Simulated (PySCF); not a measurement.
## NMR parameters from quadrupole coupling constants

C₆H₁₃OP.
Atom-mapped SMILES: `[CH3:1][C@@H:2]1[CH2:3][CH2:4][CH2:5][CH2:6][P@H:7]1=[O:8]` (hydrogens: H9, H10, H11 on C1; H12 on C2; H13, H14 on C3; H15, H16 on C4; H17, H18 on C5; H19, H20 on C6; H21 on P7)

Geometry (PBE0-D3(BJ)/def2-SVP, Å), atoms numbered from 1 in this order:
```
atom  x, y, z in Å
C1     2.696    0.193    0.040
C2     1.219    0.245    0.408
C3     0.526   -1.120    0.379
C4    -0.940   -1.082    0.804
C5    -1.819   -0.228   -0.106
C6    -1.395    1.239   -0.144
P7     0.339    1.446   -0.657
O8     0.878    2.841   -0.654
H9     3.132    1.202    0.039
H10    2.840   -0.240   -0.963
H11    3.256   -0.429    0.756
H12    1.118    0.677    1.422
H13    0.604   -1.544   -0.639
H14    1.087   -1.810    1.032
H15   -1.337   -2.109    0.835
H16   -1.007   -0.697    1.838
H17   -2.870   -0.293    0.220
H18   -1.794   -0.644   -1.129
H19   -1.471    1.706    0.853
H20   -2.021    1.840   -0.823
H21    0.359    0.775   -1.925
```

Computed at PBE0/pcSseg-1 (PySCF, non-relativistic):

| atom | environment | nucleus | spin I | Q (b) | CQ = χzz (MHz) | η |
| --- | --- | --- | --- | --- | --- | --- |
| O8 | phosphoryl oxygen | 17O | 5/2 | -0.0256 | -5.969 | 0.027 |

Question: Recover the principal values of the field gradient from CQ = 234.96 MHz × Q × Vzz, η = (Vxx − Vyy)/Vzz and a zero trace.

Answer: The tensor is traceless, so η fixes the two smaller values:

| atom | Vxx (au) | Vyy (au) | Vzz (au) | Vzz (10²¹ V/m²) |
| --- | --- | --- | --- | --- |
| O8 | -0.483 | -0.510 | 0.992 | 9.64 |

Question: Give the quadrupolar product PQ = |CQ|√(1 + η²/3), the quadrupolar frequency νQ = 3|CQ|/[2I(2I − 1)] and the Larmor frequency ν0 = |g| × 7.62259 MHz/T × B at 7.05 T, with g(17O) = −0.75752.

Answer: 
```json
{"atom": "O8", "PQ (MHz)": "5.970", "νQ (MHz)": "0.895", "ν0 (MHz)": "40.71", "νQ/ν0": "0.022"}
```

For O8: PQ = 5.969 × 1.0001, νQ = 5.969 × 0.1500, ν0 = 5.7742 MHz/T × 7.05 T.

Question: For half-integer spins with νQ below a tenth of ν0, find the second-order shift of the centre of gravity of the central transition at 7.05, 14.1 and 18.8 T.

Answer: From −(3/40)(PQ/ν0)²[I(I + 1) − 3/4]/[I(2I − 1)]², which goes as 1/B² (ppm):

```csv
site,7.05 T,14.1 T,18.8 T
17O at O8,-129,-32.3,-18.1
```

Geometry: PBE0-D3(BJ)/def2-SVP, one conformer, isolated molecule. With so small a basis the couplings can be 20 % off.
